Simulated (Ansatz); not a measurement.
# Worked example: C4H9F + InF3 → C3H6F2 + In(CH3)F2

Species: C4H9F `CC(C)CF`, singlet; InF3 `[F][In]([F])[F]`, singlet; C3H6F2 `CC(F)CF`, singlet; In(CH3)F2, singlet. The partners trade CH3 for F: C–CH3 and In–F bonds give way to C–F and In–CH3.

Shapes, held fixed at every level: PBE0-D4/def2-TZVP. Flexible molecules stand in one conformer, not always the lowest. Programs: Ansatz 0.2.0. Electronic energies: no zero-point or thermal term.

At CCSD(T)/def2-TZVPP; 1 Eh = 2625.50 kJ/mol:

| species | energy (Eh) |
| --- | --- |
| C4H9F | -257.292821 |
| InF3 | -488.787000 |
| C3H6F2 | -317.187558 |
| In(CH3)F2 | -428.870467 |

Problem. Work out ΔE of the reaction at this level.

Solution. 
1. Products less reactants: (-317.187558) + (-428.870467) − [(-257.292821) + (-488.787000)] = 0.021796 Eh = +57.2 kJ/mol.

Other levels give +51.8 (BHLYP-D4/def2-TZVPP) to +76.3 kJ/mol (CCSD/def2-SVP). No measured value is set beside it here. For atoms past krypton def2 sets carry core potentials with scalar relativity. Outer-core shells of In are correlated, in sets that cover them unevenly.
